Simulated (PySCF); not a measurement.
**Radial density of Be⁺ (beryllium, charge +1)**

UHF, [He] 2s1, 2S determinant. Computed with PySCF 2.14 in Sapporo-DZP-2012 (4s2p, 10 functions), with the spin-free X2C one-electron Hamiltonian (Gaussian nucleus).

| r (bohr) | 4πr²ρ (e/bohr) | 4πr²(ρα − ρβ) |
| --- | --- | --- |
| 0.00780 | 0.02472 | 0.0008 |
| 0.0131 | 0.06813 | 0.0021 |
| 0.0221 | 0.1808 | 0.0055 |
| 0.0371 | 0.4512 | 0.0134 |
| 0.0624 | 1.048 | 0.0303 |
| 0.105 | 2.119 | 0.0580 |
| 0.177 | 3.453 | 0.0837 |
| 0.297 | 3.907 | 0.0670 |
| 0.500 | 2.468 | 0.0036 |
| 0.841 | 0.6772 | 0.0534 |
| 1.41 | 0.4049 | 0.3696 |
| 2.38 | 0.4259 | 0.4258 |
| 4.00 | 0.07070 | 0.0707 |
| 6.73 | 0.001541 | 0.0015 |

Densities and radii are taken from the X2C orbitals without a picture-change correction, which distorts them close to the nucleus.
